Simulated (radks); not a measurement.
Task: Excited configurations of neutral zinc: one electron is placed in a higher orbital outside [Ar] 3d10 4s1. The ground configuration is [Ar] 3d10 4s2. All-electron calculation, scalar-relativistic Kohn-Sham, PBEsol, spin-polarised, spherical densities, finite nucleus; open shells are filled with parallel spins first; Fermi nuclear charge, rms radius 3.9283 fm. Program: a radial shooting solver on a logarithmic mesh with Libxc functionals. Excitation = E - E(ground); binding = E(ion) - E, where the ion is the core of charge +1; n* = 1/sqrt(2 binding) in atomic units, and the quantum defect is n - n*.

outer orbital  excitation (eV)  binding (eV)     n*  quantum defect  eigenvalue (eV)  <r> (bohr)
4p                       4.306         5.255  1.609           2.391           -2.501       3.671
5f                       8.907         0.655  4.559           0.441           -0.389       28.78
6s                       8.082         1.480  3.032           2.968           -0.921       15.05
6p                       8.415         1.146  3.446           2.554           -0.715       18.60
6d                       8.838         0.723  4.338           1.662           -0.451       28.96
6f                       9.085         0.476  5.346           0.654           -0.305       43.03
7s                       8.650         0.911  3.864           3.136           -0.595       24.89

Estimate the row for 7d.

Result: excitation (eV) 9.046; binding (eV) 0.515; n* 5.138; quantum defect 1.862; eigenvalue (eV) -0.340; <r> (bohr) 42.48. The Delta-SCF ionisation energy is 9.561 eV (NIST Atomic Spectra Database: 9.394 eV, measured). Self-interaction in the functional shifts the binding energies and quantum defects, so they are the method's values and not measured ones.
